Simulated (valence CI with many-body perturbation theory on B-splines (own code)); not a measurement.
# Cs XLIII: calculated level list

Level of theory: valence CI with perturbative core correlation (CI+MBPT): three valence electrons over a frozen Dirac-Fock core [Ne], a basis of 11 s, 11 p, 10 d, 8 f, 5 g, 2 h functions for each j, with the one-electron correlation potential Σ1 (screened to all orders), the two-electron term Σ2, the three-electron term Σ3, Breit, model QED; selected single and double excitations, second order for the rest, scaled by the run's own slope (own B-spline code, finite nucleus).

The last digits are not significant, and no measured levels were compared; by estimate large intervals hold to a few tenths of a per cent, small ones and those within an open d or f shell to about a per cent.

Levels 46 to 90 of 156, with energies above the lowest level, (3s^2 3p1/2) J=1/2. "Leading %" is the weight of the configuration and term that name the level; weights of strongly mixed levels are sums over their largest components and can fall short. In the jj column 3d3/2^4 stands for four electrons in 3d with j = 3/2.

| No. | Configuration | Term | J | E (× 10³ cm⁻¹) | Leading % | Second component | g | Leading jj |
| --- | --- | --- | --- | --- | --- | --- | --- | --- |
| 46 | 3p²3d | ²G | 7/2 | 4318.1 | 38 | 32 % 3p²3d ²F | 1.067 | 3p1/2 3p3/2 3d3/2 (86 %) |
| 47 | 3p²3d | ⁴D | 7/2 | 4446.9 | 44 | 39 % 3p²3d ⁴F | 1.294 | 3p1/2 3p3/2 3d5/2 (98 %) |
| 48 | 3p²3d | ²D | 3/2 | 4455.0 | 42 | 18 % 3p²3d ²P | 1.077 | 3p1/2 3p3/2 3d3/2 (80 %) |
| 49 | 3p²3d | ⁴P | 5/2 | 4458.0 | 35 | 25 % 3p²3d ⁴F | 1.234 | 3p1/2 3p3/2 3d3/2 (63 %) |
| 50 | 3p²3d | ⁴P | 1/2 | 4487.5 | 37 | 29 % 3p²3d ²P | 1.736 | 3p1/2 3p3/2 3d3/2 (88 %) |
| 51 | 3p²3d | ²G | 9/2 | 4496.8 | 56 | 39 % 3p²3d ⁴F | 1.192 | 3p1/2 3p3/2 3d5/2 (94 %) |
| 52 | 3p²3d | ²P | 3/2 | 4516.3 | 48 | 33 % 3p²3d ⁴P | 1.427 | 3p1/2 3p3/2 3d5/2 (82 %) |
| 53 | 3p²3d | ²D | 5/2 | 4536.4 | 42 | 29 % 3p²3d ⁴D | 1.175 | 3p1/2 3p3/2 3d5/2 (83 %) |
| 54 | 3p²3d | ²F | 7/2 | 4602.9 | 41 | 31 % 3p²3d ²G | 1.069 | 3p1/2 3p3/2 3d5/2 (74 %) |
| 55 | 3p²3d | ²F | 5/2 | 4649.6 | 40 | 29 % 3p²3d ²D | 1.134 | 3p1/2 3p3/2 3d5/2 (74 %) |
| 56 | 3s3d² | ⁴F | 3/2 | 4657.1 | 76 | 10 % 3s3d² ²D | 0.531 | 3s 3d3/2^2 (77 %) |
| 57 | 3p²3d | ²P | 1/2 | 4686.1 | 52 | 31 % 3p²3d ²S | 1.165 | 3p1/2 3p3/2 3d5/2 (87 %) |
| 58 | 3p²3d | ²D | 3/2 | 4703.3 | 56 | 12 % 3s3d² ⁴F | 0.844 | 3p1/2 3p3/2 3d5/2 (75 %) |
| 59 | 3s3d² | ⁴F | 5/2 | 4710.9 | 76 | 10 % 3s3d² ²D | 1.059 | 3s 3d3/2^2 (65 %) |
| 60 | 3s3d² | ⁴F | 7/2 | 4812.8 | 94 |  | 1.227 | 3s 3d3/2 3d5/2 (88 %) |
| 61 | 3s3d² | ⁴P | 1/2 | 4815.3 | 81 | 10 % 3s3d² ²S | 2.516 | 3s 3d3/2^2 (73 %) |
| 62 | 3s3d² | ⁴P | 5/2 | 4861.7 | 32 | 26 % 3s3d² ²D | 1.267 | 3s 3d3/2 3d5/2 (77 %) |
| 63 | 3s3d² | ⁴F | 9/2 | 4880.3 | 72 | 24 % 3s3d² ²G | 1.274 | 3s 3d3/2 3d5/2 (67 %) |
| 64 | 3s3d² | ⁴P | 3/2 | 4884.9 | 85 | 10 % 3s3d² ²D | 1.589 | 3s 3d3/2 3d5/2 (95 %) |
| 65 | 3s3d² | ²G | 7/2 | 4937.6 | 49 | 28 % 3s3d² ²F | 1.047 | 3s 3d3/2 3d5/2 (76 %) |
| 66 | 3s3d² | ²D | 3/2 | 4940.5 | 39 | 17 % 3s3d² ²P | 1.144 | 3s 3d3/2 3d5/2 (60 %) |
| 67 | 3s3d² | ⁴P | 5/2 | 4947.7 | 42 | 36 % 3s3d² ²F | 1.235 | 3s 3d3/2 3d5/2 (67 %) |
| 68 | 3s3d² | ²P | 1/2 | 4967.5 | 40 | 18 % 3p²3d ⁴P | 1.168 | 3s 3d3/2 3d5/2 (46 %) |
| 69 | 3s3d² | ²G | 9/2 | 5012.9 | 57 | 28 % 3s3d² ⁴F | 1.198 | 3s 3d5/2^2 (65 %) |
| 70 | 3s3d² | ²G | 7/2 | 5058.9 | 36 | 23 % 3p²3d ⁴D | 1.119 | 3s 3d5/2^2 (49 %) |
| 71 | 3s3d² | ²D | 5/2 | 5086.8 | 48 | 23 % 3s3d² ⁴P | 1.231 | 3s 3d5/2^2 (80 %) |
| 72 | 3s3d² | ²P | 3/2 | 5132.4 | 41 | 27 % 3s3d² ²D | 1.168 | 3s 3d5/2^2 (67 %) |
| 73 | 3p²3d | ²D | 3/2 | 5164.5 | 42 | 12 % 3p²3d ²P | 0.996 | 3p3/2^2 3d3/2 (77 %) |
| 74 | 3s3d² | ²S | 1/2 | 5196.8 | 50 | 23 % 3p²3d ²P | 1.626 | 3s 3d5/2^2 (48 %) |
| 75 | 3p²3d | ²D | 5/2 | 5203.0 | 21 | 18 % 3p²3d ²F | 1.174 | 3p3/2^2 3d3/2 (66 %) |
| 76 | 3p²3d | ²F | 7/2 | 5247.9 | 58 | 28 % 3p²3d ²G | 1.052 | 3p3/2^2 3d3/2 (72 %) |
| 77 | 3p²3d | ²G | 9/2 | 5255.1 | 43 | 42 % 3p²3d ⁴F | 1.201 | 3p3/2^2 3d5/2 (83 %) |
| 78 | 3p²3d | ²P | 1/2 | 5287.5 | 30 | 28 % 3s3d² ²P | 1.333 | 3p3/2^2 3d3/2 (62 %) |
| 79 | 3p²3d | ²F | 7/2 | 5327.5 | 38 | 37 % 3s3d² ²F | 1.186 | 3p3/2^2 3d5/2 (47 %) |
| 80 | 3p²3d | ²D | 3/2 | 5341.0 | 66 | 9 % 3s3d² ²P | 0.927 | 3p3/2^2 3d3/2 (83 %) |
| 81 | 3p²3d | ²D | 5/2 | 5409.3 | 78 | 13 % 3p²3d ⁴D | 1.199 | 3p3/2^2 3d5/2 (96 %) |
| 82 | 3s3d² | ²S | 1/2 | 5413.1 | 32 | 27 % 3p²3d ²S | 1.583 | 3p3/2^2 3d5/2 (48 %) |
| 83 | 3p3d² | ⁴G° | 5/2 | 5422.0 | 61 | 31 % 3p3d² ²F° | 0.705 | 3p1/2 3d3/2^2 (97 %) |
| 84 | 3p²3d | ²D | 5/2 | 5519.6 | 49 | 36 % 3p²3d ²F | 1.098 | 3p3/2^2 3d5/2 (81 %) |
| 85 | 3p²3d | ²P | 3/2 | 5530.6 | 42 | 22 % 3p²3d ²D | 1.192 | 3p3/2^2 3d5/2 (76 %) |
| 86 | 3p3d² | ⁴G° | 7/2 | 5621.4 | 67 | 10 % 3p3d² ⁴F° | 1.009 | 3p1/2 3d3/2 3d5/2 (96 %) |
| 87 | 3p3d² | ⁴F° | 3/2 | 5634.6 | 48 | 32 % 3p3d² ²D° | 0.669 | 3p1/2 3d3/2^2 (77 %) |
| 88 | 3p3d² | ⁴D° | 1/2 | 5639.3 | 50 | 29 % 3p3d² ²P° | 0.640 | 3p1/2 3d3/2^2 (93 %) |
| 89 | 3p3d² | ²D° | 5/2 | 5653.1 | 27 | 20 % 3p3d² ⁴D° | 1.066 | 3p1/2 3d3/2 3d5/2 (97 %) |
| 90 | 3p3d² | ⁴D° | 3/2 | 5702.6 | 41 | 18 % 3p3d² ²D° | 1.188 | 3p1/2 3d3/2 3d5/2 (80 %) |
